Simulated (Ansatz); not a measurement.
C7H9O, charge +1, singlet, geometry from GFN2-xTB. Base run: B3LYP/STO-3G run with Ansatz (a program for electronic structure).

Geometry (Å):
```xyz
17

C      2.8795     0.2057     0.4217
C      1.4083     0.1010     0.2160
C      0.7199     1.0996    -0.4715
C     -0.6445     1.0110    -0.6863
C     -1.3052    -0.0981    -0.2018
O     -2.7536    -0.2291    -0.4704
C     -0.6693    -1.1093     0.4854
C      0.6963    -0.9991     0.6883
H      3.2119    -0.4339     1.2339
H      3.1714     1.2317     0.6303
H      3.3973    -0.1046    -0.4861
H      1.2561     1.9584    -0.8431
H     -1.1676     1.7870    -1.2237
H     -3.1688     0.6559    -0.5541
H     -3.1824    -0.7771     0.2212
H     -1.2109    -1.9679     0.8516
H      1.2117    -1.7811     1.2230
```
Charge +1, spin multiplicity 1.
All else is at Ansatz's defaults.

Each row names what was changed in the base input (with any setting that the change needs).

```tsv
change	E (Eh)
base	-342.79090
functional = B2PLYP	(withheld)
functional = hf	-340.70046
functional = BHLYP	(withheld)
functional = b3lyp5	-342.57673
functional = wB97X-V	-342.75263
functional = pbe	-342.37154
functional = pbe; dispersion = d3bj	-342.38786
functional = B97M-V	-342.86396
functional = revpbe	-342.73360
functional = B2GP-PLYP	-342.11317
functional = r2scan	(withheld)
functional = lc_wpbe	(withheld)
```

Question: Complete the blanks.

Answer: 
- functional = B2PLYP, E (Eh): -342.24508
- functional = BHLYP, E (Eh): -342.61772
- functional = r2scan, E (Eh): -342.64430
- functional = lc_wpbe, E (Eh): -342.58846

Totals shift with the method and basis; they matter in differences.
